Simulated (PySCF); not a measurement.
A structure optimised at TPSSh-D3(BJ)/def2-SVP, used in a PySCF frequency run:

```xyz
11

F      0.0000    -1.3061     1.3678
Si     0.0000     0.0000     0.3874
F      0.0000     1.3061     1.3678
Si     2.0072     0.0000    -0.8360
Si    -2.0072     0.0000    -0.8360
H      2.0513     1.2118    -1.7009
H      2.0513    -1.2118    -1.7009
H      3.1767     0.0000     0.0841
H     -3.1767     0.0000     0.0841
H     -2.0513     1.2118    -1.7009
H     -2.0513    -1.2118    -1.7009
```

**Question.** Write its SMILES, formula and point group.

**Answer.** F[Si](F)([SiH3])[SiH3], F2H6Si3, C2v

**Question.** What are its rotational constants (standard atomic weights)?

**Answer.** 2.5743, 1.5116, 1.2985 GHz
